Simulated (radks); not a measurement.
Valence configurations of Si+ (all share [Ne]). Method: scalar-relativistic Kohn-Sham, SCAN, spin-unpolarised, spherical densities, finite nucleus; meta-GGA in the generalised Kohn-Sham scheme; Fermi nuclear charge, rms radius 3.1224 fm; computed with a radial shooting solver on a logarithmic mesh with Libxc functionals. Energies are relative to 3s2 3p1; eigenvalues in eV.

| valence | E (eV) | e(3p) | e(3s) |
|---|---|---|---|
| 3s2 3p1 | 0.000 | -11.581 | -19.385 |
| 3s1 3p2 | 7.808 | -12.253 | -20.040 |
| 3s1.5 3p1.5 | 3.906 | -11.930 | -19.749 |
| 3p3 | 15.515 | -12.776 | - |
| 3s0.5 3p2.5 | 11.669 | -12.524 | -20.223 |

NIST lists [Ne] 3s2 3p1 as the ground configuration; this level of theory agrees among the configurations tried. The energies are those of spherical spin-averaged densities, not of single terms.
